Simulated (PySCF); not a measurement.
Interval between two levels of Se⁺ by level of theory

Se⁺ [Ar] 3d10 4s2 4p3 [4S3/2, M_J = 3/2] → Se⁺ [Ar] 3d10 4s1 4p4 [4P5/2, M_J = 5/2], as a difference of total energies. All numbers are calculated (PySCF 2.14, the two-component X2C-1e Hamiltonian, in x2c-SVPall-2c with one added diffuse shell each of s, p, d type (6s7p4d, 47 functions)). Correlated levels: [Ne] frozen; the 6 highest virtual spinors dropped. "Screened" scales the spin-orbit matrix elements by Boettger's factors to mimic the two-electron term; Breit and QED terms are absent.

**Question.** Order these methods by the interval between two levels they give, lowest first.
A. GMP2 (screened spin-orbit)
B. GHF (screened spin-orbit)
C. GHF (spin-free)
D. GMP2 (spin-free)

**Answer.** A (86925 cm⁻¹), B (87538 cm⁻¹), D (87885 cm⁻¹), C (88456 cm⁻¹).

The spin-free rows relax to the high-spin LS determinant and lack the spin-orbit shift.

Errors of the correlated levels include the incompleteness of this basis and the frozen core.

The labels give the starting determinants; with spin-orbit coupling the two ends relaxed to ⟨J²⟩ = 3.75, ⟨L²⟩ = 0.01, ⟨S²⟩ = 3.73 and ⟨J²⟩ = 8.77, ⟨L²⟩ = 2.01, ⟨S²⟩ = 3.76.

For comparison: 83877 cm⁻¹ (measured; NIST Handbook of Basic Atomic Spectroscopic Data (Sansonetti and Martin, J. Phys. Chem. Ref. Data 34, 1559 (2005))).
